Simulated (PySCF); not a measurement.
Gas-phase reaction: Ge(CH3)4 ⇌ GeH2 + C4H8 (isobutene) + 2 H

Computed with PySCF and rigid-rotor harmonic-oscillator thermochemistry at 1 bar. † marks an energy on the PBE0/def2-TZVP geometry and frequencies; other levels use their own. MP2 and CCSD(T) freeze the core. 6-31G* has spherical d functions here. Open shells (unrestricted): H (multiplicity 2); the rest are closed-shell singlets. B3LYP is the form with VWN-RPA correlation. Ge: all electrons, no relativistic terms. GeH2: computed as isolated molecules; such fragments, hydroxides, amides, oligomers or adducts are transient or little studied in the gas. MP2 isn't extrapolated to the basis-set limit; its ΔH°(298 K) is 741.0 kJ in def2-SVP and 807.3 kJ in def2-TZVPP. CCSD(T) isn't extrapolated to the basis-set limit. The harmonic model lacks anharmonicity and excited electronic states, which grow with temperature; levels with a mode under 35 cm⁻¹ are left out. Internal rotation in Ge(CH3)4, C4H8 (isobutene) is treated as a harmonic vibration of one conformer, which makes the entropy rough.

| level | ΔE electronic, kJ | ΔH°(298 K), kJ | ΔS°(298 K), J/K | ΔG°(1800 K), kJ |
|---|---|---|---|---|
| B3LYP/6-31G* | 792 | 729 | 360 | 77 |
| B3LYP/def2-TZVP† | 804 | 743 | 362 | 90 |
| CCSD(T)/def2-SVP† | 788 | 727 | 362 | 74 |
| M06-2X/def2-TZVP† | 849 | 787 | 362 | 134 |
| MP2/def2-SVP† | 802 | 741 | 362 | 88 |
| PBE/def2-SVP | 797 | 736 | 360 | 87 |
| PBE0/def2-TZVP | 832 | 771 | 362 | 118 |
| ωB97X-V/def2-TZVP† | 853 | 791 | 362 | 138 |
ΔH° is lowest at CCSD(T)/def2-SVP† and highest at ωB97X-V/def2-TZVP†. No reference value is set beside these.
